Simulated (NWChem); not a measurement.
**Atomisation of C₃H₅O**

SMILES: [CH]=C(C)O
```xyz
9

C      0.9448    -1.1420     0.0000
C      0.1047    -0.1057     0.0000
C     -1.3926    -0.2331     0.0000
O      0.4896     1.2207     0.0000
H      2.0136    -1.3791     0.0000
H     -1.7033    -1.2930     0.0000
H     -1.8171     0.2706     0.8936
H     -1.8171     0.2706    -0.8936
H      1.4659     1.2506     0.0000
```
Charge 0, spin multiplicity 2.

The numbers come from NWChem runs, not from measurements. Structure: optimised with UPBE/def2-SVP, a minimum by its harmonic frequencies. It is one conformer; others weren't searched.

Basis set: def2-TZVP. The atomisation energy is electronic alone: no zero-point, thermal, spin-orbit or counterpoise terms. No value is extrapolated to the basis-set limit. Free atoms are single determinants with multiplicities C 3, O 3, H 2. Correlated methods freeze the same cores in atoms and molecule, 4 orbitals in all.

Costs are rough ratios of processor time within this set of runs, SCF included, with LDA (SVWN5) as 1. Costs are the molecule's.

B3LYP has NWChem's definition, with VWN1-RPA local correlation. GW and range-separated runs recompute their integrals, the others keep them in memory, which bears on the times. The structure started from a generated list of species. The stability of the SCF solutions was not checked. Open-shell Hartree-Fock references start from PBE0 orbitals; any time given for them includes that run.

| method | atomisation energy (kcal/mol) | relative cost | remark |
|---|---|---|---|
| LDA (SVWN5) | 980.2 | 1 | - |
| BP86 | 875.1 | under 3 | - |
| PBE | [?] | under 3 | - |
| B3LYP | [?] | under 3 | - |
| PBE0 | 849.4 | under 3 | - |
| HF | [?] | 3 | spin-contaminated |
| M06-2X | 803.7 | 4 | - |
| MP2 | 822.4 | 5 | spin-contaminated |
| CAM-B3LYP | [?] | 20 | - |

Complete the blanks.


- PBE, atomisation energy (kcal/mol): 869.8
- B3LYP, atomisation energy (kcal/mol): 840.5
- HF, atomisation energy (kcal/mol): 609.4
- CAM-B3LYP, atomisation energy (kcal/mol): 845.5
